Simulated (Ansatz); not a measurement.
`FC(F)(F)C1=CC(C(F)(F)F)=[O+][Al-]([F])([F])[O]1` and `FC(F)(F)C1=CC(C(F)(F)F)=[O+][Ga-]([F])([F])[O]1` differ in one element.

Ansatz, PBE0-D4/def2-TZVP geometries, multiplicity 1. 

Scalar relativity is left out up to krypton.

```
                                          property  `FC(F)(F)C1=CC(C(F)(F)F)=[O+][Al-]([F])([F])[O]1`
             HOMO energy (ωB97M-V/def2-TZVPP) / eV                                             -11.23
           HOMO–LUMO gap (ωB97M-V/def2-TZVPP) / eV                                               9.53
             HOMO–LUMO gap (B3LYP/def2-TZVPP) / eV                                               4.85
size of the dipole moment (ωB97M-V/def2-TZVPP) / D                                               3.70
                 LUMO energy (PBE/def2-TZVPP) / eV                                              -4.61
    size of the dipole moment (PBE/def2-TZVPP) / D                                               3.56
```

**Question.** What does the change do to each property? (Estimate.)

**Answer.** Ansatz gave: 
```
                                          property  `FC(F)(F)C1=CC(C(F)(F)F)=[O+][Ga-]([F])([F])[O]1`  shift
             HOMO energy (ωB97M-V/def2-TZVPP) / eV                                             -11.28  -0.05
           HOMO–LUMO gap (ωB97M-V/def2-TZVPP) / eV                                               9.48  -0.05
             HOMO–LUMO gap (B3LYP/def2-TZVPP) / eV                                               4.84  -0.01
size of the dipole moment (ωB97M-V/def2-TZVPP) / D                                               3.81   0.11
                 LUMO energy (PBE/def2-TZVPP) / eV                                              -4.67  -0.06
    size of the dipole moment (PBE/def2-TZVPP) / D                                               3.64   0.08
```

Dipoles are sizes alone; their direction can turn.

B3LYP here is the variant with VWN-RPA as its local correlation; programs differ in this.
